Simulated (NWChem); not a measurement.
SiH3SF; SMILES F[SiH2]S

```xyz
6

Si    -0.6439     0.5765    -0.0969
F      0.7289     1.3390     0.3165
S     -0.3241    -1.4960    -0.4493
H     -1.5978     0.7892     1.0225
H     -1.1231     1.1342    -1.3861
H     -0.1824    -1.8119     0.8571
```
Atoms are numbered in this order, from 1.

All runs use the structure optimised with PBE0/def2-SVP. B3LYP is NWChem's, with the RPA form of VWN correlation.

 Unshifted, non-relativistic core excitations; the lowest 4 roots alone, so stronger bands may lie above.

**Question.** List the first F K-edge excitations from B3LYP/def2-TZVP, restricted-window TDA (NWChem).

**Answer.** 
```
state  energy (eV)  dipole oscillator strength           leading excitation (squared amplitude)
-----  -----------  --------------------------  -----------------------------------------------
S1           669.9                      0.0076  1s of atom 2 or its equivalents → LUMO+1 (0.93)
S2           670.3                      0.0017    1s of atom 2 or its equivalents → LUMO (0.91)
S3           670.6                      0.0048  1s of atom 2 or its equivalents → LUMO+2 (0.91)
S4           671.6                      0.0057  1s of atom 2 or its equivalents → LUMO+3 (0.87)
```
